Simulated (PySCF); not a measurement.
Compound: CH7GeNSi2.
Atom-mapped SMILES: `[N:1]#[C:2][Si@H:3]([SiH3:4])[GeH3:5]` (hydrogens: H6 on Si3; H7, H8, H9 on Si4; H10, H11, H12 on Ge5)

Method used: PBE0-D3(BJ)/def2-SVP geometry optimisation, gas phase (PySCF 2.14.0).

Task: Give the optimised bond lengths and angles.

Result: 
```
                     bond  length (Å)
                    N1≡C2       1.161
                   C2–Si3       1.861
                  Si3–Si4       2.345
                  Si3–Ge5       2.386
                   Si3–H6       1.493
   Si4–H7, Si4–H8, Si4–H9       1.493
Ge5–H10, Ge5–H11, Ge5–H12       1.538
```

Bonds in one row agree within 0.01 Å and their mean is given. A selection of angles:
```
      angle  degrees
  N1–C2–Si3    177.7
 C2–Si3–Si4    106.8
 C2–Si3–Ge5    106.9
  C2–Si3–H6    106.4
Si4–Si3–Ge5    112.7
 Si4–Si3–H6    112.0
 Ge5–Si3–H6    111.6
 Si3–Si4–H7    108.5
 Si3–Si4–H8    110.5
  H7–Si4–H8    109.8
Si3–Ge5–H10    108.8
H10–Ge5–H11    109.3
```

Ge5 (germanium bonded to Si and 3 H) is tetrahedral (angles from 108.8° to 110.3°). Si4 (SiH3 silicon) is tetrahedral (angles from 108.5° to 110.5°). Si3 (SiH silicon) is tetrahedral (angles from 106.4° to 112.7°).

Point group: C1 (no symmetry element, even within 0.4 Å). Not checked by PBE0-D3(BJ)/def2-SVP frequencies.
